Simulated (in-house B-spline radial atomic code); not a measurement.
## Solving the quasi-particle equation for 3d of the bromine ion Br⁷⁺

Configuration [Ar] 3d10, start HSE06; correlation leaves out the 4 deepest shells. Computed with a B-spline radial code for spherical atoms: all electrons, scalar-relativistic (spin-free one-electron X2C), finite nucleus, each spin shell either full or empty, empty states to l = 9 with an (l + 1/2)⁻⁴ tail; G0W0 by contour deformation at full frequency.

At the mean-field level ε = -180.549 eV the matrix elements are Σx = -78.725 eV, v_xc = -63.662 eV and Σc(ε) = 1.785 eV, and the slope of the correlation self-energy is dΣc/dω = -0.0279. The quasi-particle energy solves E = ε + Σx − v_xc + Σc(E).

Task: What does the linearised equation give?

Result: Z = 1/(1 − dΣc/dω) = 1/1.0279 = 0.9729. The first-order shift is Σx − v_xc + Σc(ε) = -78.725 − (-63.662) + (1.785) = -13.278 eV, so E ≈ ε + Z × shift = -180.549 + 0.9729 × (-13.278) = -193.467 eV.

Task: How does that compare with the full solution and with static screening?

Result: Solving the equation at full frequency dependence gives E = -193.448 eV, where Σc = 2.165 eV and the weight is 0.970; the linearised value is off by 20 meV. Leaving Z out would give -193.827 eV. Static COHSEX puts -2.546 eV in place of Σc and gives -198.158 eV, 4.71 eV deeper. The tabulated removal energy is 192.61 ± 0.06 eV (NIST, measured); the run leaves out spin-orbit coupling, Breit and QED terms.
